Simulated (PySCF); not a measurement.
I3Sb, SMILES [Sb+]([I])([I])[I], charge +1, multiplicity 2. Geometry: PBE0-D3(BJ)/def2-SVP. The def2 effective core potentials stand for the cores of I, Sb; spin–orbit coupling is left out.

Give the equilibrium geometry at PBE0-D3(BJ)/def2-SVP (PySCF confirms it by a frequency run) as bond lengths and angles, and its point group. (The exact figures need the calculation; the answer reports its results.)

point group C3v.
Atoms: Sb1 I2 I3 I4. Bonds (Å): Sb1–I2 2.667, Sb1–I3 2.667, Sb1–I4 2.667. Angles (°): I2–Sb1–I3 108.2, I2–Sb1–I4 108.2, I3–Sb1–I4 108.2.
Charge +1, spin multiplicity 2.
